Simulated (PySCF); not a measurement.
Compound: C3H7NSi.
Bonds: C1–Si2, Si2–C3, Si2–C4, C4–N5 (triple). Hydrogens: H6, H7, H8 on C1; H9 on Si2; H10, H11, H12 on C3.

The closed-shell ground state was solved at several levels (PySCF, density fitting, gas phase, non-relativistic). Geometry: PBE0-D3(BJ)/def2-SVP; no solvent, vibrations or thermal averaging.

```csv
level,basis functions,HOMO (eV),LUMO (eV),gap (eV),dipole (D)
KT3/pcSseg-2,285,-7.98,-1.25,6.73,4.15
PBE0/STO-3G,36,-7.12,4.39,11.51,3.65
HF/pcSseg-2,285,-12.30,2.23,14.53,4.41
BHandHLYP/pcSseg-2,285,-10.44,0.49,10.93,4.33
CAM-B3LYP/pcSseg-2,285,-10.63,0.62,11.25,4.30
KT2/pcSseg-2,285,-7.95,-1.28,6.67,4.19
PBE0/pcSseg-2,285,-9.24,-0.32,8.92,4.27
```

**Question.** Estimate the row for B97-2/pcSseg-2, a basis of 285 functions; the other rows only guide the guess.

**Answer.** HOMO -8.97 eV, LUMO -0.34 eV, gap 8.63 eV, dipole 4.25 D.

**Question.** Over all these levels, which gives the widest orbital gap and which the narrowest?

**Answer.** HF/pcSseg-2 (Hartree–Fock, all exact exchange) has the widest, 14.53 eV, and KT2/pcSseg-2 (GGA) the narrowest, 6.67 eV. The two share the basis. From the narrowest to the widest the HOMO moves by -4.35 eV and the LUMO by +3.51 eV.

**Question.** In the pcSseg-2 basis, how does the gap go with the fixed share of exact exchange?

**Answer.** KT2 (0 %) 6.67 eV; KT3 (0 %) 6.73 eV; B97-2 (21 %) 8.63 eV; PBE0 (25 %) 8.92 eV; BHandHLYP (50 %) 10.93 eV; HF (100 %) 14.53 eV. Each rise in the share widens the gap here.

**Question.** How far do the dipole and the HOMO energy spread over the levels?

**Answer.** The dipole runs from 3.65 to 4.41 D (mean 4.19 D) and the HOMO from -12.30 to -7.12 eV.
